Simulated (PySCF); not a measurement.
Correlation energy of N(5+) (nitrogen, charge +5)

Starting occupation: 1s2. All numbers are calculated (PySCF 2.14, X2C-1e with screened-nucleus spin-orbit coupling, Gaussian nucleus, in x2c-TZVPPall-2c with one added diffuse shell each of s, p, d type (6s4p3d1f, 40 functions)). Frozen: nothing; 2 electrons correlated.

Total MP2 correlation energy: -14.24 mhartree.

With two correlated electrons CCSD is exact within the correlated space (frozen core and kept virtual orbitals).

| level | correlation energy (mhartree) |
| --- | --- |
| CCSD | -15.16 |

Diagnostics: T1 = 0.00023, largest double amplitude 0.010.

Cost of the coupled-cluster step: 6.3 s of wall time on 4 threads of Intel(R) Xeon(R) 6975P-C (shared host), for 2 occupied and 78 virtual spinors.

Iterations:

```
Init t2, MP2 energy = -0.0142360076790759
CCSD nocc = 2, nmo = 80
Init t2, MP2 energy = -0.0142360076790759
Init E_corr(GCCSD) = -0.0142360076790759
cycle = 1  E_corr(GCCSD) = -0.0150957047658256  dE = -0.000859697087  norm(t1,t2) = 0.000967134
cycle = 2  E_corr(GCCSD) = -0.0151569802631585  dE = -6.12754973e-05  norm(t1,t2) = 8.74326e-05
cycle = 3  E_corr(GCCSD) = -0.015162088494755  dE = -5.1082316e-06  norm(t1,t2) = 8.89013e-06
cycle = 4  E_corr(GCCSD) = -0.0151619969169803  dE = 9.15777747e-08  norm(t1,t2) = 1.67697e-07
cycle = 5  E_corr(GCCSD) = -0.0151619964467425  dE = 4.70237807e-10  norm(t1,t2) = 4.27268e-09
GCCSD converged
E(GCCSD) = -44.77661954719913  E_corr = -0.01516199644674248
```

This basis was not built for core-valence correlation, so the inner-shell part is incomplete.
